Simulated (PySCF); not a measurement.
SMILES [S][Si](C)(C)C, doublet, PBE0/def2-SVP optimised geometry.

```
14

C      1.12    -0.49     0.00
Si    -0.76    -0.49     0.00
C     -1.43    -1.23     1.60
C     -1.41    -1.44    -1.49
S     -1.51     1.53     0.00
H      1.50    -1.53     0.03
H      1.51    -0.01    -0.91
H      1.51     0.05     0.87
H     -2.53    -1.22     1.62
H     -1.10    -2.28     1.68
H     -1.06    -0.69     2.48
H     -1.06    -2.48    -1.47
H     -1.07    -0.98    -2.43
H     -2.52    -1.44    -1.50
```

Density from unrestricted PBE0/def2-TZVP run with PySCF 2.14.0 at that geometry.

Minimum of the electron density along straight lines between bonded atoms, close to the bond critical point (lines longer than 1.1 times the sum of covalent radii, or with two minima, are not listed):

| bond | length / Å | ρ at the minimum / e bohr⁻³ | ∇²ρ there / e bohr⁻⁵ | position (fraction from the first atom) |
|---|---|---|---|---|
| C1–Si2 | 1.879 | 0.121 | 0.17 | 0.61 |
| Si2–C3 | 1.885 | 0.119 | 0.17 | 0.39 |
| Si2–C4 | 1.879 | 0.121 | 0.17 | 0.39 |
| Si2–S5 | 2.155 | 0.096 | 0.11 | 0.36 |
| C1–H6 | 1.103 | 0.265 | -0.86 | 0.64 |
| C1–H7 | 1.101 | 0.266 | -0.87 | 0.64 |
| C1–H8 | 1.101 | 0.267 | -0.87 | 0.64 |
| C3–H9 | 1.100 | 0.267 | -0.88 | 0.64 |
| C3–H10 | 1.103 | 0.264 | -0.86 | 0.64 |
| C3–H11 | 1.100 | 0.267 | -0.88 | 0.64 |
| C4–H12 | 1.103 | 0.265 | -0.86 | 0.64 |
| C4–H13 | 1.101 | 0.266 | -0.87 | 0.64 |
| C4–H14 | 1.101 | 0.267 | -0.87 | 0.64 |
